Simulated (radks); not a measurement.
Results of a calculation; reference values are marked as such.
The arsenic anion As3-, [Kr], held by a Watson sphere: a shell of charge +1.98 at radius R that stands for the Madelung well of a crystal (potential energy -1.98/R inside, -1.98/r outside, in hartree with lengths in bohr). Code: a radial shooting solver on a logarithmic mesh with Libxc functionals. Model: scalar-relativistic Kohn-Sham, LB94 model potential, spin-unpolarised, spherical densities, finite nucleus; Fermi nuclear charge, rms radius of each element as measured or else 0.836 A^(1/3) + 0.57 fm. Response by self-consistent Sternheimer equations with the Hartree and adiabatic LDA kernel, the relativistic mass of each level held fixed and spin-orbit coupling left out. The sphere does not respond.

| R (bohr) | e(3d) (eV) | e(4s) (eV) | e(4p) (eV) | <r> 4p (bohr) | sum of <r^2> (bohr^2) | X-ray form factor at sin(theta)/lambda = 0.3 1/angstrom | alpha (bohr^3) |
|---|---|---|---|---|---|---|---|
| 2.94 | -39.965 | -11.206 | -2.608 | 2.912 | 80.79 | 22.679 | 110.5 |
| 3.17 | -39.900 | -10.935 | -2.399 | 2.993 | 84.73 | 22.696 | 128.6 |
| 3.59 | -39.789 | -10.533 | -2.036 | 3.137 | 92.16 | 22.720 | 170.2 |
| 3.6 | -39.787 | -10.524 | -2.028 | 3.140 | 92.34 | 22.720 | 171.3 |
| 4.03 | -39.669 | -10.211 | -1.693 | 3.281 | 100.3 | 22.734 | 228.5 |
| 4.4 | -39.567 | -9.998 | -1.438 | 3.397 | 107.4 | 22.739 | 292.9 |
| 4.61 | -39.510 | -9.895 | -1.306 | 3.461 | 111.6 | 22.741 | 337.3 |
| 4.72 | -39.481 | -9.845 | -1.241 | 3.494 | 113.9 | 22.742 | 363.3 |
| 4.86 | -39.444 | -9.786 | -1.162 | 3.536 | 116.8 | 22.742 | 399.5 |
